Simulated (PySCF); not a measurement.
**Two-component Hartree-Fock for Ba²³⁺ (barium, charge +23)**

Start: [Ar] 3d10 4s2 4p3; 4p1/2 filled at m_j = -1/2, +1/2; 4p3/2 filled at m_j = +3/2. Calculated with PySCF 2.14 in an even-tempered Gaussian basis (17 s from 1.7 bohr⁻², ratio 2.8; 13 p from 2.2 bohr⁻², ratio 2.8; 8 d from 3.8 bohr⁻², ratio 2.8; 4 f from 11 bohr⁻², ratio 3): generalised Hartree-Fock with the X2C-1e Hamiltonian and a Gaussian nucleus; one run each with spin-orbit coupling (SO) switched off, then screened by Boettger's factors.

```json
{"spinor shell": "1s1/2", "electrons": "2", "ε, spin-free (eV)": "-38322.5", "ε, screened SO (eV)": "-38316.8", "weight of nominal j (screened SO)": "1.000", "rms radius, screened SO (bohr)": "0.0292"}
{"spinor shell": "2s1/2", "electrons": "2", "ε, spin-free (eV)": "-6739.8", "ε, screened SO (eV)": "-6737.5", "weight of nominal j (screened SO)": "1.000", "rms radius, screened SO (bohr)": "0.119"}
{"spinor shell": "2p1/2", "electrons": "2", "ε, spin-free (eV)": "-6109.4", "ε, screened SO (eV)": "-6376.5", "weight of nominal j (screened SO)": "1.000", "rms radius, screened SO (bohr)": "0.102"}
{"spinor shell": "2p3/2", "electrons": "4", "ε, spin-free (eV)": "-6109.4", "ε, screened SO (eV)": "-5989.1", "weight of nominal j (screened SO)": "1.000", "rms radius, screened SO (bohr)": "0.108"}
{"spinor shell": "3s1/2", "electrons": "2", "ε, spin-free (eV)": "-1972.8", "ε, screened SO (eV)": "-1971.4", "weight of nominal j (screened SO)": "1.000", "rms radius, screened SO (bohr)": "0.307"}
{"spinor shell": "3p1/2", "electrons": "2", "ε, spin-free (eV)": "-1765.0", "ε, screened SO (eV)": "-1819.8", "weight of nominal j (screened SO)": "1.000", "rms radius, screened SO (bohr)": "0.299"}
{"spinor shell": "3p3/2", "electrons": "4", "ε, spin-free (eV)": "-1765.0", "ε, screened SO (eV)": "-1739.0", "weight of nominal j (screened SO)": "1.000", "rms radius, screened SO (bohr)": "0.311"}
{"spinor shell": "3d3/2", "electrons": "4", "ε, spin-free (eV)": "-1468.8", "ε, screened SO (eV)": "-1478.0", "weight of nominal j (screened SO)": "0.998", "rms radius, screened SO (bohr)": "0.281"}
{"spinor shell": "3d5/2", "electrons": "6", "ε, spin-free (eV)": "-1468.8", "ε, screened SO (eV)": "-1460.7", "weight of nominal j (screened SO)": "0.999", "rms radius, screened SO (bohr)": "0.285"}
{"spinor shell": "4s1/2", "electrons": "2", "ε, spin-free (eV)": "-829.07", "ε, screened SO (eV)": "-828.52", "weight of nominal j (screened SO)": "1.000", "rms radius, screened SO (bohr)": "0.662"}
{"spinor shell": "4p1/2", "electrons": "2", "ε, spin-free (eV)": "-761.25", "ε, screened SO (eV)": "-770.28", "weight of nominal j (screened SO)": "0.985", "rms radius, screened SO (bohr)": "0.675"}
{"spinor shell": "4p3/2", "electrons": "1", "ε, spin-free (eV)": "-761.25", "ε, screened SO (eV)": "-751.04", "weight of nominal j (screened SO)": "1.000", "rms radius, screened SO (bohr)": "0.696"}
```

| quantity | spin-free | screened SO |
| --- | --- | --- |
| E (hartree) | -7889.94122 | -7893.49074 |
| M_J | 3/2 | 3/2 |
| ⟨J²⟩ | 3.750 | 3.753 |
| ⟨L²⟩ | 0.000 | 1.978 |
| ⟨S²⟩ | 3.750 | 1.843 |

Each row is a mean over spinors that exchange with the open shell spreads, by up to 12.532 eV (4s1/2).

Breit and QED terms are absent; they matter most for the inner s and p1/2 levels.

Densities and radii are taken from the X2C orbitals without a picture-change correction, which distorts them close to the nucleus.

Without spin-orbit coupling the j labels of p, d and f shells carry no meaning; the spin-free column gives the mean over the occupied spinors of each nl shell.
